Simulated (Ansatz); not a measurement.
`CO[SiH2]S[SiH3]` → `[SiH3]S` + `CO[SiH]` at 400 K and 1 bar (silylene formation by 1,1-elimination).

Calculated with Ansatz (gas phase, PBE0-D4/def2-TZVP geometries, no zero-point term in ΔE). CCSD(T)/CBS adds triple-zeta CCSD(T) − MP2 to the extrapolated MP2 energy (def2 sets, frozen cores). One conformer a species, not always the lowest.

```csv
species,CCSD(T)/CBS energy (Eh),H − E (kJ/mol),S (J/(mol·K))
`CO[SiH2]S[SiH3]`,-1094.05100,270.7,436.5
`[SiH3]S`,-689.27336,109.8,293.0
`CO[SiH]`,-404.67988,150.5,299.8
```

H − E and S are ideal-gas, rigid-rotor, harmonic terms from PBE0-D4/def2-TZVP, for one conformer and one mirror image of each species. 1 Eh = 2625.50 kJ/mol, R = 8.31446 J/(mol·K).

**Question.** By hand: ΔE, ΔH, ΔS and ΔG.

**Answer.** ΔE = (-689.27336) + (-404.67988) − (-1094.05100) = 0.09776 Eh = 256.7 kJ/mol. Δ(H − E) = 109.8 + 150.5 − 270.7 = -10.4, so ΔH = 246.3 kJ/mol. ΔS = 293.0 + 299.8 − 436.5 = 156.3 J/(mol·K). ΔG = 246.3 − 400 × (156.3)/1000 = 183.8 kJ/mol.

**Question.** By hand: the equilibrium constant, and the temperature at which ΔG would vanish if ΔH and ΔS stayed fixed.

**Answer.** log₁₀ K = −ΔG/(RT ln 10) = -24.0. ΔG = 0 at ΔH/ΔS = 1576 K.

The number of gas molecules changes by +1, which sets the sign of ΔS. A doubt of 5 kJ/mol in ΔE shifts log₁₀ K by 0.7 here. Other conformers and mirror images would add mixing entropy, several J/(mol·K) or more a flexible species. Modes under 60 cm⁻¹, often nearly free rotors, make the harmonic entropy too high. These are equilibria of isolated gas molecules and say nothing of rates. Largest T1 diagnostic: 0.015 (customary marks: 0.02 for closed shells, 0.045 for open ones).
